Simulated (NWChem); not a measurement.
Species: C₃H₇NSi; SMILES C=C/N=C/[SiH3]

```xyz
12

C      0.4204     2.9378     0.0000
C     -0.3553     1.8471     0.0000
N      0.1928     0.5699     0.0000
C     -0.5918    -0.4402     0.0000
Si     0.1640    -2.1749     0.0000
H      1.5081     2.8332     0.0000
H     -0.0131     3.9397     0.0000
H     -1.4561     1.9335     0.0000
H     -1.6966    -0.2972     0.0000
H      1.0082    -2.3615     1.2173
H     -0.9295    -3.1946     0.0000
H      1.0082    -2.3615    -1.2173
```
Atoms are numbered in this order, from 1.

All runs: NWChem. The geometry was optimised at PBE0/def2-SVP. Not confirmed as a minimum by frequencies. Level: B3LYP/def2-SVP with SMD (1 M gas to 1 M solution), gas-phase geometry. Reactions with the solvent are ignored.

| solvent | dielectric constant | solvation free energy (kcal/mol) | cavity-dispersion-structure term (kcal/mol) | dipole in solution (D) |
|---|---|---|---|---|
| water | 78.4 | 1.1 | 4.5 | 1.95 |
| acetonitrile | 35.7 | -2.2 | 1.0 | 1.93 |
| methanol | 32.6 | -1.7 | 1.6 | 1.93 |
| chlorobenzene | 5.70 | -2.6 | ___ | ___ |

Q: Complete the blanks.

A: 
- chlorobenzene, cavity-dispersion-structure term (kcal/mol): 0.1
- chlorobenzene, dipole in solution (D): 1.80
